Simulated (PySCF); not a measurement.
# CaZn: frontier orbitals

LC-ωPBE at R = 3.791 Å; Ca pcseg-1, Zn pcseg-1; no relativity (PySCF 2.14). State: ¹Σ⁺ (singlet), closed shell. Only the outer orbitals are listed, counted within each symmetry.

| orbital | occ. | ε (eV) | on Ca (%) | main shells (%) |
| --- | --- | --- | --- | --- |
| 1δ | 2 | -15.88 | 0 | 100 Zn d |
| 1δ | 2 | -15.88 | 0 | 100 Zn d |
| 11σ | 2 | -15.88 | 0 | 100 Zn d |
| 5π | 2 | -15.88 | 0 | 100 Zn d |
| 5π | 2 | -15.88 | 0 | 100 Zn d |
| 12σ | 2 | -9.31 | 9 | 91 Zn s |
| 13σ | 2 | -5.70 | 93 | 93 Ca s |
| 14σ | 0 | 0.76 | 81 | 74 Ca p, 18 Zn p |
| 6π | 0 | 1.10 | 98 | 97 Ca p |
| 6π | 0 | 1.10 | 98 | 97 Ca p |

Q: Which are the highest filled and the lowest empty level, where do they sit, and how wide is the gap?

A: Highest filled 13σ at -5.70 eV (in %: 93 Ca s); lowest empty 14σ at 0.76 eV (in %: 74 Ca p, 18 Zn p); the gap at LC-ωPBE is 6.46 eV. An empty level above zero is unbound, and its energy depends on the basis.

```json
{
 "bond order (Mayer)": "0.11",
 "⟨S²⟩": "0.000",
 "charge on Ca (Mulliken, basis-dependent)": "-0.05",
 "charge on Ca (Löwdin, basis-dependent)": "-0.06",
 "dipole moment (positive dipole means Ca(−)Zn(+))": "0.69 D"
}
```

Closed-shell solutions of metal pairs were not tested for spin polarisation, which can lower them a little.
